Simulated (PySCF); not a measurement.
## Dipole response of Tl⁺ (thallium, charge +1)

[Xe] 4f14 5d10 6s2, closed-shell 1S. Computed with PySCF 2.14 in aug-cc-pV5Z-PP with ECP60MDF (8s8p6d4f3g2h, 139 functions), with scalar relativity through the core potential. Coupled (time-dependent) response in atomic units; α is the mean over directions.

| method | mean α (bohr³) | C₆ (like pair) | S(−4) |
| --- | --- | --- | --- |
| PBEsol | 19.86 | 159.6 | 113.2 |

S(−4) is the Cauchy moment in α(ω) = α(0) + S(−4) ω² + …

α(iu) at PBEsol:

```
u (hartree)  α(iu) (bohr³)
          0          19.86
     0.0500          19.58
      0.100          18.81
      0.200          16.41
      0.300          13.83
      0.500          9.915
      0.750          7.055
       1.00          5.373
       1.50          3.497
       2.00          2.478
       3.00          1.425
       5.00         0.6332
```

A single London oscillator, α(iu) = α/(1 + u²/ω²), gives C₆ = (3/4) ω α². Matching the computed C₆ needs ω = 4 × 159.6 / (3 × 19.86²) = 0.540 hartree.

For an ion, C₆ is the dispersion term alone; charge-induced terms of lower order in 1/R come first.

Energies and moments cover only the electrons outside the core potential. Spin-orbit coupling, which splits the p, d and f shells strongly at this Z, is absent.
